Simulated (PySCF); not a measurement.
CuF, SMILES [F][Cu], multiplicity 1.

Coordinates come from a PBE0-D3(BJ)/def2-TZVPD optimisation. The multiplicity is an assumed one; other spin states were not compared.

Two levels are set side by side: PBE/def2-TZVPD (PySCF) and B3LYP/def2-TZVPD (PySCF). Same geometry, gas phase. Differences are taken from unrounded values.

```csv
quantity,B3LYP,PBE,PBE minus B3LYP
orbital gap (eV),3.86,1.91,-1.95
highest occupied level (eV),-7.38,-6.05,1.34
lowest empty level (eV),-3.52,-4.14,-0.62
dipole moment (D),5.16,4.64,-0.52
mean polarisability (bohr³),22.4,26.2,3.7
```

PBE's occupied levels lie high since its potential decays too fast outside the molecule; exact exchange lowers them and widens the gap. Loosely held outer electrons make PBE densities more polarisable. Differences between two approximate levels are no errors against the true value.

Rough cost on one machine, each run with all the roots and properties that it gave: B3LYP against PBE within a factor of 2.
